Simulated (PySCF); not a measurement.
**Radial density of Te (tellurium, neutral)**

UHF, [Kr] 4d10 5s1 5p4 6s1, high-spin 5P determinant (an excited configuration). Calculation: PySCF 2.14, in aug-cc-pVQZ-PP with one added diffuse shell each of s, p, d, f, g type with ECP28MDF (8s8p6d4f3g, 117 functions); scalar relativity through the core potential. This is the valence pseudo-density: the core potential removes the inner electrons and smooths the orbitals near the nucleus.

```
r (bohr)  4πr²ρ (e/bohr)  4πr²(ρα − ρβ)
 0.00215       2.360e-05         0.0000
 0.00361       6.404e-05         0.0000
 0.00607       0.0001635         0.0000
  0.0102       0.0003776         0.0000
  0.0172       0.0007823         0.0001
  0.0289        0.001331         0.0002
  0.0486        0.001867         0.0002
  0.0817        0.003498         0.0002
   0.137         0.02321         0.0003
   0.231          0.3031         0.0032
   0.389           4.718         0.0911
   0.654           24.60         0.3050
    1.10           13.89         0.1339
    1.85           3.653         1.8123
    3.11           1.276         0.6797
    5.24          0.2600         0.2060
    8.81         0.08098         0.0807
    14.8        0.002775         0.0028
```

Energies and moments cover only the electrons outside the core potential. The outer electron is Rydberg-like, and this basis confines it to a smaller radius and binds it less than a complete one would.
